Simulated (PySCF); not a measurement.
ECD: `Cl[C@H]1C[C@]2(Cl)CC[C@H]12`, C₆H₈Cl₂

Cartesian coordinates in Å; atom numbers follow the order of the lines, from 1:
```xyz
16

Cl   -2.817    1.275   -0.164
C    -1.060    1.025   -0.155
C    -0.470    0.729    1.233
C     0.041   -0.620    0.714
Cl   -0.334   -2.025    1.711
C     1.428   -0.606    0.060
C     0.773   -0.359   -1.312
C    -0.617   -0.357   -0.657
H    -0.621    1.870   -0.684
H    -1.232    0.623    2.002
H     0.296    1.422    1.578
H     1.944   -1.560    0.135
H     2.086    0.182    0.421
H     0.915   -1.176   -2.014
H     1.046    0.577   -1.795
H    -1.386   -0.991   -1.085
```

Method: PySCF 2.14.0, TDDFT PBE0/def2-SVPD circular dichroism and optical rotation, one conformer, gas phase. Geometry: GFN2-xTB.

States above about 8.0 eV (minus the energy of the highest occupied orbital) lie near or above the ionisation threshold and depend on the basis.

(1) Assign R or S to each stereocentre.

(2) Which excitations and rotatory strengths does the calculation give?

## Answers

(1) C2 S, C4 R, C8 R.

(2) Rotatory strengths R in 10⁻⁴⁰ esu² cm², velocity form and length form (origin at the centre of mass); f in length form.
| state | E (eV) | λ (nm) | f | R (velocity) | R (length) | main |
| --- | --- | --- | --- | --- | --- | --- |
| 1 | 6.61 | 188 | 0.006 | -1.9 | -1.4 | HOMO→LUMO 0.95 |
| 2 | 6.84 | 181 | 0.002 | -3.1 | -3.7 | HOMO−1→LUMO 0.93 |
| 3 | 6.99 | 177 | 0.002 | +0.6 | +0.6 | HOMO−2→LUMO 0.92 |
| 4 | 7.32 | 169 | 0.002 | +1.2 | +1.5 | HOMO−3→LUMO 0.73, HOMO→LUMO+3 0.10 |
| 5 | 7.63 | 163 | 0.054 | +6.4 | +6.1 | HOMO→LUMO+1 0.95 |
| 6 | 7.79 | 159 | 0.029 | -24.6 | -24.6 | HOMO−1→LUMO+1 0.80, HOMO→LUMO+2 0.10 |
| 7 | 7.84 | 158 | 0.003 | +4.6 | +4.7 | HOMO→LUMO+2 0.65 |
| 8 | 7.93 | 156 | 0.016 | +12.8 | +12.4 | HOMO→LUMO+3 0.39, HOMO−1→LUMO+2 0.18 |
| 9 | 7.97 | 156 | 0.015 | +4.7 | +5.4 | HOMO−2→LUMO+1 0.85 |
| 10 | 8.02 | 155 | 0.013 | -13.6 | -13.3 | HOMO−1→LUMO+2 0.50, HOMO→LUMO+3 0.27 |
| 11 | 8.10 | 153 | 0.011 | +8.2 | +9.4 | HOMO−1→LUMO+3 0.38, HOMO−1→LUMO+2 0.15 |
| 12 | 8.15 | 152 | 0.004 | +0.2 | +0.2 | HOMO→LUMO+4 0.49, HOMO−1→LUMO+3 0.12 |
| 13 | 8.21 | 151 | 0.022 | +30.6 | +30.2 | HOMO→LUMO+5 0.41, HOMO→LUMO+4 0.19 |
| 14 | 8.26 | 150 | 0.011 | +18.7 | +17.0 | HOMO→LUMO+5 0.32, HOMO−2→LUMO+2 0.20 |
| 15 | 8.31 | 149 | 0.013 | -28.6 | -27.1 | HOMO−2→LUMO+2 0.44, HOMO−4→LUMO 0.20 |
| 16 | 8.37 | 148 | 0.008 | -13.5 | -13.8 | HOMO−5→LUMO 0.65, HOMO−2→LUMO+2 0.11 |

Among the states computed, the strongest CD band (largest |R|) is state 13. The largest dissymmetry factor in size, g = 4R/(D+G), with D and G the electric and magnetic dipole strengths, is -0.027 for state 15 (velocity form, f = 0.013), among bands with |R| over 0.5. The mirror image has the same energies and oscillator strengths and all R with the opposite sign.
